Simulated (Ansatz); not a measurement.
Pulling on the Al1–H2 bond in AlFH2 (SMILES [F][AlH2]) (multiplicity 1 held, fragments rigid). Energies count from the point at 1.570 Å.
Geometry at that point (charge 0, multiplicity 1):
```xyz
4

Al    -0.24669    -0.47885     0.15841
H      0.47074    -1.31219     1.27881
H     -1.58944    -0.85928    -0.56046
F      0.48064     0.93295    -0.30863
```

R- and RO- levels are restricted; in cc, def2 and unpolarised 6-31G sets they are followed outwards from rest. Unrestricted levels (U-) break spin symmetry where that is lower. Active spaces are followed from a long bond inwards. Levels need not reach the same state.

Cores are frozen in the correlated methods.

Run with Ansatz (Gaussian orbitals). 

Energies in kJ/mol.

| R (Å) | R-HF/cc-pV(D+d)Z | U-HF/cc-pV(D+d)Z | U-MP2/cc-pV(D+d)Z | SC-NEVPT2 on CASSCF(2,2)/cc-pV(D+d)Z | FIC-MRCISD+Q on CASSCF(2,2)/cc-pV(D+d)Z |
|---|---|---|---|---|---|
| 1.256 | 107 | 107 | 107 | 109 | 106 |
| 1.413 | 21 | 21 | 21 | 23 | 21 |
| 1.570 | 0 | 0 | 0 | 0 | 0 |
| 1.727 | 15 | 15 | 14 | 11 | 13 |
| 1.884 | 50 | 50 | 48 | 40 | 45 |
| 2.119 | 119 | 119 | 114 | 98 | 106 |
| 2.355 | 194 | 191 | 198 | 157 | 168 |
| 2.747 | 311 | 252 | 293 | 240 | 254 |
| 3.140 | 412 | 274 | 325 | 293 | ___ |
| 3.611 | 510 | 282 | 337 | 324 | ___ |
| 4.239 | 606 | 285 | 341 | 338 | ___ |
| 5.024 | 685 | 286 | 341 | 341 | 356 |

What belongs in the gaps?


- 3.140, FIC-MRCISD+Q on CASSCF(2,2)/cc-pV(D+d)Z: 308
- 3.611, FIC-MRCISD+Q on CASSCF(2,2)/cc-pV(D+d)Z: 340
- 4.239, FIC-MRCISD+Q on CASSCF(2,2)/cc-pV(D+d)Z: 353

Doubts at one or more of the structures used: a restricted determinant that unrestricted orbitals would lower (R-HF/cc-pV(D+d)Z); a spin-contaminated determinant (U-HF/cc-pV(D+d)Z, U-MP2/cc-pV(D+d)Z).

Ansatz is an electronic-structure program.
